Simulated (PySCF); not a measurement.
A structure optimised at B3LYP-D3(BJ)/def2-TZVP, used in a PySCF frequency run:

```xyz
6

Mg     0.0000     0.0000     1.5688
I      0.0000     0.0000    -0.9962
C      0.0000     0.0000     3.6431
H      0.8824    -0.5095     4.0376
H     -0.8824    -0.5095     4.0376
H      0.0000     1.0189     4.0376
```
Charge 0, spin multiplicity 1.

Write its SMILES, formula and point group.

[CH3][Mg][I], CH3IMg, C3v

What are its rotational constants (standard atomic weights)?

160.97, 1.2967, 1.2967 GHz
